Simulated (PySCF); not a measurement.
# Vertical excitation energies

Species: C4H11As2N.
Z-matrix (Å and degrees, PBE0-D3(BJ)/def2-SVP geometry), rows numbered from 1:
```
C 
N   1  1.4320
C   2  1.2656  1  119.78
C   3  1.4890  2  121.41  1  -178.10
As  4  2.0103  3  110.88  2   117.60
C   4  1.5199  3  113.38  2    -9.79
As  6  1.9946  4  116.69  3    58.25
H   1  1.1084  2  113.96  3    -1.84
H   1  1.1021  2  109.67  3  -123.94
H   1  1.1025  2  109.46  3   119.92
H   3  1.1108  2  122.01  1     0.75
H   4  1.1057  3  108.18  2  -131.54
H   5  1.5287  4   94.04  3    61.29
H   5  1.5244  4   96.88  3   -30.97
H   6  1.1012  4  108.42  3   -59.66
H   6  1.0988  4  110.40  3  -177.62
H   7  1.5363  6   95.10  4   107.34
H   7  1.5223  6   97.59  4    15.67
```

Computed with TDDFT wB97X-D/def2-SVPD, vertical, gas phase, core orbitals frozen in the response (PySCF 2.14.0, density-fitted response routines). Relativistic effects, spin–orbit coupling among them, are left out although an element past zinc is present.

What does the calculation give for the low-lying excited states?

```csv
state,E (eV),E (hartree),f,"main configurations (H = HOMO, L = LUMO)"
S1,5.17,0.1900,0.0043,"H-2→L (54%), H→L (19%), H-1→L (12%)"
S2,6.19,0.2273,0.148,"H-1→L (58%), H→L (27%)"
S3,6.31,0.2321,0.168,"H→L (43%), H-2→L (28%), H-1→L (16%)"
S4,6.42,0.2359,0.055,"H→L+1 (48%), H→L+4 (28%)"
S5,6.52,0.2396,0.074,H-1→L+1 (76%)
S6,6.71,0.2464,0.148,"H→L+3 (64%), H→L+7 (11%)"
S7,6.79,0.2496,0.038,H-1→L+2 (76%)
S8,6.98,0.2564,0.089,"H→L+6 (27%), H→L+5 (19%), H→L+4 (12%)"
S9,7.14,0.2622,0.057,"H-3→L (39%), H-2→L+1 (22%), H-1→L+3 (10%)"
S10,7.30,0.2682,0.038,"H-2→L+1 (42%), H-3→L (14%)"
```

Triplets (Tamm–Dancoff): T1 4.49 eV, H-2→L (47%), H-1→L (19%), H→L (15%); T2 4.69 eV, H-1→L (46%), H-2→L (18%), H-3→L (9%); T3 5.54 eV, H-1→L+1 (22%), H-3→L (11%); T4 5.55 eV, H→L+4 (40%), H→L+1 (19%), H-1→L+1 (10%).

The lowest singlet lies at 5.17 eV (240 nm, ultraviolet) and is very weak; its leading configuration is HOMO-2→LUMO (54%). The most intense listed level is S3 at 6.31 eV (196 nm, f = 0.168), 1.14 eV above S1. Löwdin shares by element: HOMO arsenic 59% or more, hydrogen 9% or more, carbon 9% or more, nitrogen 6% (atoms not listed hold the other 17%); LUMO carbon 33% or more, nitrogen 25%, arsenic 23% or more (atoms not listed hold the other 19%). Weighted by f, the mean energy of these states is 6.58 eV. Orbital energies (eV): HOMO-3 -10.27, HOMO-2 -9.40, HOMO-1 -9.01, HOMO -8.67, LUMO 1.23, LUMO+1 1.72, LUMO+2 2.21. Of the 10 states listed, 9 reach f = 0.01 and none stays under 0.0005. All these states lie below the vertical ionisation energy of 8.84 eV (ΔSCF). Singlets were solved by full linear response, triplets in the Tamm–Dancoff approximation.

One conformer stands for the species.
